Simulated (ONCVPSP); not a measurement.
**An all-electron radial function and its pseudo partner (tellurium)**

Columns: radius, all-electron u(r) and pseudo u(r) of the 4p shell (level -114.41 eV) of tellurium in the configuration [Ar] 3d10 4s2 4p6 4d10 5s2 5p4; PBE, scalar-relativistic, ONCV scheme, ONCVPSP 4.0.1.

```tsv
r (bohr)	all-electron	pseudo
0.080	0.4052	0.0354
0.160	-0.3734	0.1371
0.240	-0.7099	0.2919
0.320	-0.4235	0.4810
0.400	0.1112	0.6814
0.480	0.6202	0.8705
0.560	0.9888	1.0282
0.640	1.1977	1.1398
0.720	1.2731	1.1980
0.800	1.2522	1.2017
0.880	1.1709	1.1564
0.960	1.0572	1.0724
1.040	0.9307	0.9622
1.120	0.8040	0.8387
1.200	0.6846	0.7135
1.280	0.5764	0.5957
1.360	0.4811	0.4910
1.440	0.3987	0.4021
1.520	0.3284	0.3289
1.600	0.2694	0.2693
1.680	0.2200	0.2200
1.760	0.1792	0.1791
1.840	0.1455	0.1454
1.920	0.1179	0.1178
2.000	0.0953	0.0952
2.080	0.0769	0.0769
```

(1) How many radial nodes do the two functions have?

(2) At about which radius was the pseudo-wave matched?

(3) Is the pseudo-wave norm-conserving?

Results:

(1) The all-electron 4p function has n − l − 1 = 2; the pseudo-wave has 0, since the states of the same l below it are removed with the core.

(2) 1.60 bohr, where the columns begin to agree (steps of 0.08 bohr).

(3) Yes: the ONCV scheme keeps the norm inside the radius equal to the all-electron one, which fixes the energy derivative of the logarithmic derivative at the level.
